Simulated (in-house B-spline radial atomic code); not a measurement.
A run on an ion of nuclear charge 69 with 69.6 electrons that did not converge. Method: scalar-relativistic (X2C) RPBE, spin-polarised, spherical fractional occupations, Fermi nucleus of rms radius 5.2256 fm; computed with a B-spline radial code for spherical atoms.

Command:
```bash
python run_scf.py task.json out
```
Settings (nuclear radius in fm, mass in u):
```
Z                69
configuration    [Xe] 4f13.6 6s2
hamiltonian      x2c
method           rpbe,pbe
spin_polarised   True
nucleus          fermi
rms_radius       5.2256
atomic_mass      168.93422
speed_of_light   137.035999084
```

First and last ten iterations of the last attempt (damped for 15 steps, keeping 80 % of the old Fock matrix, then DIIS):
```
 iter        energy (Eh)    residual
    1      -13566.166215    5.14e-01
    2      -13456.544159    1.01e+00
    3      -13560.025150    4.81e-01
    4      -13565.999402    1.90e-01
    5      -13567.514605    6.28e-02
    6      -13567.740958    3.83e-02
    7      -13567.791108    2.76e-02
    8      -13567.818768    2.05e-02
    9      -13567.835477    1.48e-02
   10      -13545.780824    4.61e-01
  111      -13469.025447    8.72e-01
  112      -13469.120003    8.71e-01
  113      -13469.085749    8.71e-01
  114      -13469.085986    8.71e-01
  115      -13469.068930    8.72e-01
  116      -13469.109772    8.71e-01
  117      -13469.115271    8.71e-01
  118      -13469.238083    8.71e-01
  119      -13469.180424    8.71e-01
  120      -13567.710876    4.54e-02
 not converged after 120 iterations
```

The smallest residual met was 1.5e-02; the threshold is about 7e-07. No energy from this run should be used. The likely cause: this method binds the added charge weakly or not at all at the basis-set limit, so charge moves back and forth between the atom and the box. Time taken, with all properties: 2 s on 1 thread of Intel(R) Xeon(R) 6975P-C, with other jobs on the host.
